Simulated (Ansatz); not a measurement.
Reaction (hydrogenolysis of the Si–S bond): `CO[SiH2]S[SiH2]Cl` + H₂ → `CO[SiH3]` + `S[SiH2]Cl`

Isolated molecules relaxed with PBE0-D4/def2-TZVP in Ansatz; ΔE leaves out vibrations. CCSD(T)/CBS adds triple-zeta CCSD(T) − MP2 to the extrapolated MP2 energy (def2 sets, frozen cores). This one scheme is used for every species. Functionals use def2-TZVPP. Each species was taken in one conformer, which may not be the lowest.

```csv
level,ΔE (kJ/mol)
PBE-D4,60.9
ωB97M-V,55.3
PBE,45.9
MP2/def2-TZVPP,62.4
SCS-MP2/def2-TZVPP,50.8
HF/def2-QZVPP,19.1
SCS-MP2/def2-QZVPP,53.9
HF/CBS(def2),19.0
```

Task: What does CCSD(T)/CBS give? (Estimate.)

Result: The calculation gave: +56.9 kJ/mol. The listed levels differ from it by 4.0, -1.6, -11.0, 5.5, -6.1, -37.8, -3.0, -37.9 kJ/mol.

Largest T1 diagnostic among the species: 0.011.

In def2-TZVPP, CCSD(T) changes the Hartree–Fock value by +31.6 kJ/mol (the triples alone add +7.4 kJ/mol) and MP2 by +42.9 kJ/mol. The D4 term adds +24.0 kJ/mol with B3LYP and +13.7 kJ/mol with PBE0; it sums over pairs of atoms, weighted by their polarisabilities, and B3LYP, whose exchange is more repulsive, gets the larger term.

B3LYP here is the variant with VWN-RPA as its local correlation; programs differ in this.
